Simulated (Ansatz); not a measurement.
`CC[Si]Br` + CH₃OH → `CCOC` + `[SiH]Br` at 700 K and 1 bar (substitution at a C–Si bond).

Program: Ansatz. Geometries: PBE0-D4/def2-TZVP. ΔE: electronic, gas phase. CBS: MP2 limit from def2 TZ/QZ plus the TZ coupled-cluster correction, frozen cores. This one scheme is used for every species. For Br outer-core shells are correlated without core-valence functions, which leaves a few kJ/mol of doubt a bond. Scalar relativity is left out up to krypton. Each species was taken in one conformer, which may not be the lowest.

| species | CCSD(T)/CBS energy (Eh) | H − E (kJ/mol) | S (J/(mol·K)) |
| --- | --- | --- | --- |
| `CC[Si]Br` | -2941.51653 | 236.5 | 439.7 |
| CH₃OH | -115.61712 | 170.8 | 288.5 |
| `CCOC` | -194.12862 | 351.1 | 402.8 |
| `[SiH]Br` | -2862.97869 | 49.0 | 302.5 |

H − E and S are ideal-gas, rigid-rotor, harmonic terms from PBE0-D4/def2-TZVP, for one conformer and one mirror image of each species. 1 Eh = 2625.50 kJ/mol, R = 8.31446 J/(mol·K).

Problem. By hand: ΔE, ΔH, ΔS and ΔG.

Solution. ΔE = (-194.12862) + (-2862.97869) − (-2941.51653) − (-115.61712) = 0.02634 Eh = 69.2 kJ/mol. Δ(H − E) = 351.1 + 49.0 − 236.5 − 170.8 = -7.2, so ΔH = 62.0 kJ/mol. ΔS = 402.8 + 302.5 − 439.7 − 288.5 = -22.9 J/(mol·K). ΔG = 62.0 − 700 × (-22.9)/1000 = 78.0 kJ/mol.

Problem. By hand: the equilibrium constant, and the temperature at which ΔG would vanish if ΔH and ΔS stayed fixed.

Solution. log₁₀ K = −ΔG/(RT ln 10) = -5.8. ΔH and −TΔS have one sign here, so there is no such temperature.

ΔH outweighs TΔS. A doubt of 5 kJ/mol in ΔE shifts log₁₀ K by 0.4 here. Other conformers and mirror images would add mixing entropy, several J/(mol·K) or more a flexible species. Modes under 60 cm⁻¹, often nearly free rotors, make the harmonic entropy too high. These are equilibria of isolated gas molecules and say nothing of rates. Largest T1 diagnostic: 0.011 (customary marks: 0.02 for closed shells, 0.045 for open ones).
